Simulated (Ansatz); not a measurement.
C₂H₉InSi, SMILES `[CH3][In]([CH3])[SiH3]` at its PBE0-D4/def2-TZVP geometry, where that method's forces vanish. Total charge 0; spin multiplicity 1. In takes the def2 core potential.

```xyz
13

C     2.1756   -0.3237   -0.3997
In    0.0504   -0.1118   -0.0579
C    -1.1646   -1.8939   -0.2218
Si   -0.9890    2.1675    0.5793
H     2.6866    0.6386   -0.4208
H     2.6112   -0.9340    0.3958
H     2.3507   -0.8417   -1.3454
H    -2.2302   -1.6706   -0.1741
H    -0.9142   -2.5785    0.5929
H    -0.9488   -2.4072   -1.1616
H    -0.2278    3.3248    0.0274
H    -0.9985    2.3248    2.0642
H    -2.4014    2.3056    0.1217
```

(1) What forces (eV/Å) does PBE-D4/def2-TZVPP give on these atoms in Ansatz? (Best estimate.)

Results:

(1) Computed: 
```
C1   0.034  0.013 -0.009
In2 -0.048  0.105  0.030
C3  -0.032 -0.018 -0.007
Si4  0.033 -0.073 -0.039
H5   0.086  0.185 -0.001
H6   0.071 -0.117  0.153
H7   0.021 -0.101 -0.177
H8  -0.197  0.053  0.011
H9   0.056 -0.121  0.155
H10  0.051 -0.090 -0.177
H11  0.071  0.122 -0.048
H12 -0.003  0.020  0.147
H13 -0.142  0.022 -0.039
```
